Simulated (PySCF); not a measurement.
Spinor energies of Ti (titanium, neutral)

Start: [Ar] 3d3 4s1; 3d5/2 filled at m_j = +1/2, +3/2, +5/2; 4s1/2 filled at m_j = +1/2. Calculated with PySCF 2.14 in x2c-SVPall-2c with one added diffuse shell each of s, d type (6s5p4d1f, 48 functions): generalised Hartree-Fock with the X2C-1e Hamiltonian and a Gaussian nucleus; one run each with spin-orbit coupling (SO) switched off, then screened by Boettger's factors. This is a chosen level, not necessarily the ground level.

```csv
spinor shell,electrons,"ε, spin-free (eV)","ε, screened SO (eV)",weight of nominal j (screened SO),"rms radius, screened SO (bohr)"
1s1/2,2,-5011.4,-5011.4,1.000,0.0805
2s1/2,2,-583.60,-583.62,1.000,0.350
2p1/2,2,-479.64,-483.54,0.996,0.318
2p3/2,4,-479.64,-477.73,0.998,0.321
3s1/2,2,-74.399,-74.407,1.000,1.09
3p1/2,2,-44.672,-43.878,0.672,1.19
3d5/2,3,-7.227,-7.225,0.795,2.05
4s1/2,1,-5.686,-5.688,1.000,4.26
```

(1) Where does 3p3/2 lie, and what is the 3p spin-orbit splitting (screened SO)?

```
   quantity   spin-free  screened SO
E (hartree)  -852.59755   -852.60120
        M_J           5            5
       ⟨J²⟩      30.010       30.010
       ⟨L²⟩      12.010       12.011
       ⟨S²⟩       6.001        6.001
```

Each row is a mean over spinors that exchange with the open shell spreads, by up to 7.663 eV (3p3/2).

Rows whose weight is well below 1 are mixtures of j = l ± 1/2: exchange outweighs spin-orbit coupling there, and the label is only the starting occupation.

Without spin-orbit coupling the j labels of p, d and f shells carry no meaning; the spin-free column gives the mean over the occupied spinors of each nl shell.

Results:

(1) At -45.084 eV, -1.206 eV above 3p1/2.
